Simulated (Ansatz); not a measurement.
Cost and result for the atomization energy of CH4NPSi, SMILES `N#C[SiH2]P` (8 atoms, 7 bonds).

Total charge 0; spin multiplicity 1. All single points use the PBE0-D4/def2-TZVP geometry. It is one conformer, not always the lowest. Program: Ansatz. All runs use 2 threads of an Arm Neoverse V1 on a shared host. Times are those of one run each, without the atoms' runs, and a repeat can differ threefold. Electronic energies, without spin–orbit coupling; frozen cores. CCSD(T)/CBS adds CCSD(T) − MP2 in def2-TZVPP to the MP2 limit, and its time is that of the two runs behind it. T1 = 0.014. HSE06 is the plane-wave form, built on full-range PBE exchange.

CCSD(T)/CBS is a level of theory with its own doubt, some kJ/mol a heavy atom from the limit and from the frozen cores, so smaller differences don't rank the functionals.

```
                             level  functions  wall time  atomization (kcal/mol)  difference from CCSD(T)/CBS  per bond
            LDA (SPW92)/def2-TZVPP        202      1.5 s                   757.8                         93.9      13.4
              revPBE-D4/def2-TZVPP        202      2.4 s                   664.3                          0.4       0.1
                  CCSD(T)/def2-SVP         84      2.4 s                   613.1                        -50.8      -7.3
               BHLYP-D4/def2-TZVPP        202      3.2 s                   644.8                        -19.1      -2.7
           CAM-B3LYP-D4/def2-TZVPP        202      3.3 s                   668.0                          4.1       0.6
               HSE06-D4/def2-TZVPP        202      3.4 s                   662.8                         -1.1      -0.1
             r2SCANh-D4/def2-TZVPP        202        5 s                   656.2                         -7.7      -1.1
r2SCAN-D4/def2-TZVPP (with forces)        202      5.5 s                   662.1                         -1.8      -0.2
                 B97M-V/def2-TZVPP        202       11 s                   670.4                          6.5       0.9
  ωB97M-V/def2-TZVPP (with forces)        202       13 s                   670.5                          6.6       0.9
                    MP2/def2-QZVPP        374       19 s                   663.2                         -0.7      -0.1
                CCSD(T)/def2-TZVPP        202       66 s                   642.2                        -21.7      -3.1
                 CCSD(T)/CBS(def2)          –       84 s                   663.9                          0.0       0.0
```

From BLYP to BHLYP (50 % exact exchange), in def2-TZVPP and without D4, the atomization energy moves by −24.1 kcal/mol: exact exchange takes away binding that semilocal exchange gives to molecules. In def2-TZVPP, CCSD(T) changes the Hartree–Fock value by +188.1 kcal/mol (the triples alone add +13.2 kcal/mol) and MP2 by +196.2 kcal/mol; breaking electron pairs costs correlation energy, which Hartree–Fock lacks. At CCSD(T), def2-SVP lies −50.8 kcal/mol from the extrapolated value and def2-TZVPP −21.7 kcal/mol: correlation converges slowly with the basis, and small sets miss more of it in the bonded molecule than in its fragments.
